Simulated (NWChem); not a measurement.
System: silicon dioxide molecule (SiO2); SMILES O=[Si]=O

Parts of the log:

```
             Northwest Computational Chemistry Package (NWChem) 7.3.0
             --------------------------------------------------------

 ORDER OF PRIMARY AXIS IS BEING SET TO 4
 D4H symmetry detected

                             Geometry "geometry" -> ""
                             -------------------------

 Output coordinates in angstroms (scale by  1.889725989 to convert to a.u.)

  No.       Tag          Charge          X              Y              Z
 ---- ---------------- ---------- -------------- -------------- --------------
    1 O                    8.0000     0.00000000     0.00000000    -1.51836900
    2 Si                  14.0000     0.00000000     0.00000000     0.00000000
    3 O                    8.0000     0.00000000     0.00000000     1.51836900

 Effective nuclear repulsion energy (a.u.)      89.2203250619

      Symmetry information
      --------------------

 Group name             D4h
 Group number             28
 Group order              16
 No. of unique centers     2

                                 NWChem DFT Module
                                 -----------------

 Summary of "ao basis" -> "ao basis" (spherical)
 ------------------------------------------------------------------------------
       Tag                 Description            Shells   Functions and Types
 ---------------- ------------------------------  ------  ---------------------
 O                         def2-tzvpd               14       40   6s4p3d1f
 Si                        def2-tzvpd               15       43   6s5p3d1f

      Symmetry analysis of basis
      --------------------------

        a1g        23
        a1u         0
        a2g         0
        a2u        20
        b1g         7
        b1u         5
        b2g         7
        b2u         5
        eg         24
        eu         32

            General Information
            -------------------
          SCF calculation type: DFT
          Wavefunction type:  closed shell.
          No. of atoms     :     3
          No. of electrons :    30
           Alpha electrons :    15
            Beta electrons :    15
          Charge           :     0
          Spin multiplicity:     1
          Use of symmetry is: on ; symmetry adaption is: on
          Maximum number of iterations: 150
          AO basis - number of functions:   123
                     number of shells:    43
          Convergence on energy requested:  1.00D-06
          Convergence on density requested:  1.00D-05
          Convergence on gradient requested:  5.00D-04

              XC Information
              --------------
                  TPSS metaGGA Exchange Functional  1.000
             TPSS03 metaGGA Correlation Functional  1.000

             Grid Information
             ----------------
          Grid used for XC integration:  medium
          Radial quadrature: Mura-Knowles
          Angular quadrature: Lebedev.
          Tag              B.-S. Rad. Rad. Pts. Rad. Cut. Ang. Pts.
          ---              ---------- --------- --------- ---------
          O                   0.60       49          12.0       434
          Si                  1.10       88          10.0       590
          Grid pruning is: on
          Number of quadrature shells:   137
          Spatial weights used:  Erf1

      Superposition of Atomic Density Guess
      -------------------------------------

 Sum of atomic energies:        -438.40428572

      Non-variational initial energy
      ------------------------------

 Total energy =    -438.703638
 1-e energy   =    -783.821788
 2-e energy   =     255.897825
 HOMO         =      -0.501728
 LUMO         =      -0.146202

      Symmetry analysis of molecular orbitals - initial
      -------------------------------------------------

 !! scf_movecs_sym_adapt:   22 vectors were symmetry contaminated

  Symmetry fudging

 !! scf_movecs_sym_adapt:   20 vectors were symmetry contaminated

  Numbering of irreducible representations:

     1 a1g         2 a1u         3 a2g         4 a2u         5 b1g
     6 b1u         7 b2g         8 b2u         9 eg         10 eu

  Orbital symmetries:

     1 a1g         2 a2u         3 a1g         4 a1g         5 a2u
     6 eu          7 eu          8 a1g         9 a2u        10 a1g
    11 a2u        12 eu         13 eu         14 eg         15 eg
    16 a1g        17 eu         18 eu         19 a1g        20 a2u
    21 a1g        22 eg         23 eg         24 eu         25 eu

     ---------------------------------------------
      Total Density - Mulliken Population Analysis
     ---------------------------------------------

    Atom       Charge   Shell Charges
 -----------   ------   -------------------------------------------------------
    1 O    8     9.03   0.79  1.18  0.61  1.00  0.31  0.00  2.01  2.20  0.92  0.01  0.00  0.01 -0.01  0.00
    2 Si  14    11.93   2.00  0.59  1.39  0.73  0.21 -0.03  4.10  1.74  0.42  0.38  0.14  0.16  0.04 -0.00  0.07
    3 O    8     9.03   0.79  1.18  0.61  1.00  0.31  0.00  2.01  2.20  0.92  0.01  0.00  0.01 -0.01  0.00

   convergence    iter        energy       DeltaE   RMS-Dens  Diis-err
 ---------------- ----- ----------------- --------- --------- ---------
 d= 0,ls=0.0,diis     1   -439.8730805420 -5.29D+02  2.09D-02  1.57D+00
 d= 0,ls=0.0,diis     2   -438.5041526484  1.37D+00  1.53D-02  1.39D+01
 d= 0,ls=0.0,diis     3   -440.0648637804 -1.56D+00  1.47D-03  1.49D-02
 d= 0,ls=0.0,diis     4   -440.0658376569 -9.74D-04  3.08D-04  4.13D-03
 d= 0,ls=0.0,diis     5   -440.0662193681 -3.82D-04  1.04D-04  1.12D-04
  Resetting Diis
 d= 0,ls=0.0,diis     6   -440.0662292523 -9.88D-06  1.73D-05  7.52D-06
 d= 0,ls=0.0,diis     7   -440.0662299699 -7.18D-07  2.22D-06  2.09D-08

         Total DFT energy =     -440.066229969947
      One electron energy =     -785.711319521311
           Coulomb energy =      294.563668749554
    Exchange-Corr. energy =      -38.138904260096
 Nuclear repulsion energy =       89.220325061907

 Numeric. integr. density =       30.000001610280

                  Occupations of the irreducible representations
                  ----------------------------------------------

                     irrep           alpha         beta
                     --------     --------     --------
                     a1g               5.0          5.0
                     a1u               0.0          0.0
                     a2g               0.0          0.0
                     a2u               4.0          4.0
                     b1g               0.0          0.0
                     b1u               0.0          0.0
                     b2g               0.0          0.0
                     b2u               0.0          0.0
                     eg                2.0          2.0
                     eu                4.0          4.0

                       DFT Final Molecular Orbital Analysis
                       ------------------------------------

 Vector   13  Occ=2.000000D+00  E=-3.481591D-01  Symmetry=eu
              MO Center=  1.0D-16,  1.6D-15,  7.5D-14, r^2= 2.5D+00
   Bfn.  Coefficient  Atom+Function         Bfn.  Coefficient  Atom+Function
  ----- ------------  ---------------      ----- ------------  ---------------
    57      0.286458  2 Si py                 8      0.278768  1 O  py
    91      0.278768  3 O  py                11      0.225818  1 O  py
    94      0.225818  3 O  py                14      0.129566  1 O  py
    97      0.129566  3 O  py                48     -0.107448  2 Si py
    54      0.103989  2 Si py                60      0.077682  2 Si py

 Vector   14  Occ=2.000000D+00  E=-3.123473D-01  Symmetry=eg
              MO Center= -6.8D-17, -1.6D-15, -2.4D-13, r^2= 2.8D+00
   Bfn.  Coefficient  Atom+Function         Bfn.  Coefficient  Atom+Function
  ----- ------------  ---------------      ----- ------------  ---------------
     8      0.322647  1 O  py                91     -0.322647  3 O  py
    11      0.271466  1 O  py                94     -0.271466  3 O  py
    14      0.178538  1 O  py                97     -0.178538  3 O  py
    63     -0.111742  2 Si d -1              68     -0.058751  2 Si d -1
     7     -0.038861  1 O  px                90      0.038861  3 O  px

 Vector   15  Occ=2.000000D+00  E=-3.123473D-01  Symmetry=eg
              MO Center= -1.1D-15, -7.2D-16,  9.3D-14, r^2= 2.8D+00
   Bfn.  Coefficient  Atom+Function         Bfn.  Coefficient  Atom+Function
  ----- ------------  ---------------      ----- ------------  ---------------
     7      0.322647  1 O  px                90     -0.322647  3 O  px
    10      0.271466  1 O  px                93     -0.271466  3 O  px
    13      0.178538  1 O  px                96     -0.178538  3 O  px
    65      0.111742  2 Si d  1              70      0.058751  2 Si d  1
     8      0.038861  1 O  py                91     -0.038861  3 O  py

 Vector   16  Occ=0.000000D+00  E=-1.622936D-01  Symmetry=a1g
              MO Center= -9.1D-15,  1.3D-15, -1.0D-13, r^2= 2.9D+00
   Bfn.  Coefficient  Atom+Function         Bfn.  Coefficient  Atom+Function
  ----- ------------  ---------------      ----- ------------  ---------------
    45      0.399349  2 Si s                 46      0.307014  2 Si s
    44      0.269309  2 Si s                  9     -0.221839  1 O  pz
    92      0.221839  3 O  pz                64     -0.204669  2 Si d  0
    43     -0.199437  2 Si s                 12     -0.180498  1 O  pz
    95      0.180498  3 O  pz                69     -0.177220  2 Si d  0

 Vector   17  Occ=0.000000D+00  E=-5.735072D-02  Symmetry=eu
              MO Center= -3.3D-15,  1.5D-15, -2.1D-16, r^2= 2.9D+00
   Bfn.  Coefficient  Atom+Function         Bfn.  Coefficient  Atom+Function
  ----- ------------  ---------------      ----- ------------  ---------------
    60      0.542449  2 Si py                57      0.477011  2 Si py
     8     -0.223951  1 O  py                91     -0.223951  3 O  py
    14     -0.222814  1 O  py                97     -0.222814  3 O  py
    11     -0.180374  1 O  py                94     -0.180374  3 O  py
    54      0.148341  2 Si py                48     -0.141515  2 Si py

 Vector   18  Occ=0.000000D+00  E=-5.735072D-02  Symmetry=eu
              MO Center= -4.5D-15, -1.0D-14,  1.4D-13, r^2= 2.9D+00
   Bfn.  Coefficient  Atom+Function         Bfn.  Coefficient  Atom+Function
  ----- ------------  ---------------      ----- ------------  ---------------
    59      0.542449  2 Si px                56      0.477011  2 Si px
     7     -0.223951  1 O  px                90     -0.223951  3 O  px
    13     -0.222814  1 O  px                96     -0.222814  3 O  px
    10     -0.180374  1 O  px                93     -0.180374  3 O  px
    53      0.148341  2 Si px                47     -0.141515  2 Si px

     ---------------------------------------------
      Total Density - Mulliken Population Analysis
     ---------------------------------------------

    Atom       Charge   Shell Charges
 -----------   ------   -------------------------------------------------------
    1 O    8     8.45   0.79  1.18  0.62  0.94  0.34  0.03  1.83  1.82  0.84  0.04  0.00  0.02 -0.01  0.00
    2 Si  14    13.11   2.00  0.57  1.39  0.90  0.19 -0.03  4.13  1.68  0.59  1.02  0.16  0.27  0.18 -0.01  0.08
    3 O    8     8.45   0.79  1.18  0.62  0.94  0.34  0.03  1.83  1.82  0.84  0.04  0.00  0.02 -0.01  0.00

     -------------------------------------------
      Total Density - Lowdin Population Analysis
     -------------------------------------------

    Atom       Charge   Shell Charges
 -----------   ------   -------------------------------------------------------
    1 O    8     8.30   0.88  1.09  0.57  0.61  0.31  0.09  1.69  1.82  0.96  0.17  0.00  0.02  0.11  0.00
    2 Si  14    13.39   2.00  0.83  1.07  0.36  0.15  0.05  3.85  1.87  0.69  0.86  0.32  0.29  0.65  0.14  0.28
    3 O    8     8.30   0.88  1.09  0.57  0.61  0.31  0.09  1.69  1.82  0.96  0.17  0.00  0.02  0.11  0.00

     Multipole analysis of the density
     ---------------------------------

     L   x y z        total         alpha         beta         nuclear
     -   - - -        -----         -----         ----         -------
     0   0 0 0     -0.000000    -15.000000    -15.000000     30.000000

     1   1 0 0     -0.000000     -0.000000     -0.000000      0.000000
     1   0 1 0     -0.000000     -0.000000     -0.000000      0.000000
     1   0 0 1     -0.000000     -0.000000     -0.000000      0.000000

     2   2 0 0    -15.123241     -7.561620     -7.561620      0.000000
     2   1 1 0      0.000000      0.000000      0.000000      0.000000
     2   1 0 1     -0.000000     -0.000000     -0.000000      0.000000
     2   0 2 0    -15.123241     -7.561620     -7.561620      0.000000
     2   0 1 1     -0.000000     -0.000000     -0.000000      0.000000
     2   0 0 2    -23.454180    -77.590212    -77.590212    131.726245
```

Level: TPSS/def2-TZVPD. The geometry was optimised at PBE0/def2-SVP.

**Question.** Which NWChem input produces such a log?

**Answer.** This is not unique; one that fits is the input that was run:
```
start job
memory heap 200 mb stack 900 mb global 1100 mb
geometry units angstroms noautoz
  O      0.000000     0.000000    -1.518369
  Si     0.000000     0.000000     0.000000
  O      0.000000     0.000000     1.518369
end
basis spherical
  * library def2-tzvpd
end
dft
  xc xtpss03 ctpss03
  iterations 150
  mulliken
end
task dft energy
```
